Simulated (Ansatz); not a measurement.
Several settings on one geometry of `C[Si](C)(Cl)CCCCCCCCCCCOc1ccccc1` (that of the charge 0 singlet, PBE-D4/def2-SVP). Ansatz on 2 threads of AMD EPYC 7R13 on a shared host and a share (18 GiB) of an NVIDIA H100 80GB HBM3; times are rough.

```xyz
55

C    -7.4795    1.9261    0.7646
Si   -5.7894    1.8040   -0.0535
C    -5.6535    2.9600   -1.5335
Cl   -4.3513    2.4296    1.3627
C    -5.3700    0.0181   -0.5051
C    -3.9578   -0.1984   -1.0674
C    -3.6288   -1.6690   -1.3489
C    -2.2376   -1.9050   -1.9561
C    -1.0493   -1.4022   -1.1208
C    -0.9473   -2.0226    0.2775
C     0.2441   -1.5280    1.1096
C     1.6206   -1.9206    0.5571
C     2.8002   -1.5565    1.4672
C     3.0018   -0.0509    1.6717
C     4.2532    0.2833    2.4843
O     5.4535   -0.2191    1.8980
C     6.0143    0.4316    0.8386
C     7.1307   -0.2061    0.2539
C     7.7952    0.3850   -0.8246
C     7.3629    1.6197   -1.3417
C     6.2544    2.2503   -0.7610
C     5.5739    1.6684    0.3219
H    -7.5315    1.2803    1.6641
H    -8.2751    1.6038    0.0608
H    -7.6959    2.9678    1.0762
H    -6.3837    2.6713   -2.3181
H    -5.8605    4.0078   -1.2370
H    -4.6379    2.9241   -1.9757
H    -6.1396   -0.3355   -1.2302
H    -5.5153   -0.5990    0.4100
H    -3.2211    0.2227   -0.3495
H    -3.8294    0.3888   -2.0052
H    -3.7367   -2.2485   -0.4047
H    -4.3961   -2.0870   -2.0377
H    -2.1968   -1.4227   -2.9581
H    -2.1112   -2.9948   -2.1421
H    -1.0971   -0.2943   -1.0214
H    -0.1161   -1.6060   -1.6882
H    -1.8813   -1.8121    0.8422
H    -0.8962   -3.1320    0.1832
H     0.1516   -1.9278    2.1444
H     0.1754   -0.4213    1.2084
H     1.6319   -3.0187    0.3769
H     1.7789   -1.4514   -0.4397
H     3.7357   -1.9796    1.0442
H     2.6682   -2.0452    2.4602
H     3.0518    0.4544    0.6822
H     2.1327    0.3967    2.2010
H     4.2026   -0.2106    3.4769
H     4.3361    1.3785    2.6672
H     7.4557   -1.1690    0.6743
H     8.6660   -0.1237   -1.2663
H     7.8858    2.0826   -2.1915
H     5.9014    3.2161   -1.1548
H     4.7072    2.1868    0.7534
```

Totals from different functionals, basis sets or treatments of relativity can't be compared as stabilities.

The spins typed aren't always the lowest for that charge.

**Question.** Give the basis size and estimate the energy, ⟨S²⟩ and time of these runs.

| run | method | charge | state | further keys |
| --- | --- | --- | --- | --- |
| 1 | RKS B97M-V/aug-cc-pVDZ | 0 | singlet | fitting: {mean_field: def2-universal-jkfit}; point_charges: [{charge: 0.50, position_ang: [13.641, -0.574, -0.420]}]; scf: {omitted_lower_state_checks: [starts]} |
| 2 | UKS B97/def2-mTZVPP | 0 | triplet | fitting: {mean_field: def2-universal-jkfit}; scf: {omitted_lower_state_checks: [starts]}; forces asked |
| 3 | UKS ωB97M-V/cc-pVDZ | 1 | doublet | fitting: {mean_field: def2-universal-jkfit}; scf: {omitted_lower_state_checks: [starts]} |

**Answer.** 
| run | functions | energy (Eh) | ⟨S²⟩ | wall time |
| --- | --- | --- | --- | --- |
| 1 | 811 | -1568.8347 | – | 15 s |
| 2 | 604 | -1568.6450 | 2.03 | 21 s |
| 3 | 481 | -1568.1883 | 0.78 | 23 s |
